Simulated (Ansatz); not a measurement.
The same hydrogen abstraction along the group O, S, Se.

Calculated with Ansatz (gas phase, PBE0-D4/def2-TZVP geometries, no zero-point term in ΔE). CCSD(T)/CBS adds triple-zeta CCSD(T) − MP2 to the extrapolated MP2 energy (def2 sets, frozen cores). This one scheme is used for every species, atoms too. Functionals use def2-TZVPP. No spin–orbit coupling; open shells (•) take unrestricted orbitals. Spin–orbit coupling would lower the free atoms: a little for F. For Se outer-core shells are correlated without core-valence functions, so the limit isn't a true one: a few kJ/mol of doubt a bond, and 10 to 20 or more in all where bonds break to atoms. Scalar relativity is left out up to krypton.

```tsv
reaction	CCSD(T)/CBS(def2) (kJ/mol)
`O[SiH3]` + F• → `O[SiH2]`• + H–F	-184
`[SiH3]S` + F• → `[SiH2]S`• + H–F	-197
`[SiH3][SeH]` + F• → `[SiH2][SeH]`• + H–F	?
```

(1) Fill in the missing values. (An estimate is asked.)

Largest T1 diagnostic: 0.016, for `[SiH2]S`•.

## Answers

(1) Ansatz gave: `[SiH3][SeH]` + F• → `[SiH2][SeH]`• + H–F: -199.3 kJ/mol.
